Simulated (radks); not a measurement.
Results of a calculation; reference values are marked as such.
Question: La43+, configuration [Ne] 3s2 3p2 (the NIST ground configuration). Code: a radial shooting solver on a logarithmic mesh with Libxc functionals. Model: scalar-relativistic Kohn-Sham, exchange-only LDA, spin-polarised, spherical densities, point nucleus; open shells are filled with parallel spins first (spin-orbit coupling, left out, can overturn this in heavy ions). Some entries of the table are withheld. Estimate them.

orbital,occ.,eigenvalue (eV),<1/r> (bohr^-1),<r> (bohr)
1s up,1,-41483.55,61.98,0.02508
1s down,1,-41477.64,61.98,0.02508
2s up,1,-8799.663,(1),0.1060
2s down,1,-8794.064,(2),0.1060
2p up,3,-8191.431,13.72,0.09272
2p down,3,-8184.839,13.72,0.09270
3s up,1,-3499.004,5.877,0.2564
3s down,1,-3479.633,5.870,0.2567
3p up,2,-3311.542,5.630,0.2487
3p down,0,-3292.104,5.626,0.2489

Answer: 
(1) 2s up <1/r> (bohr^-1): 14.47
(2) 2s down <1/r> (bohr^-1): 14.48
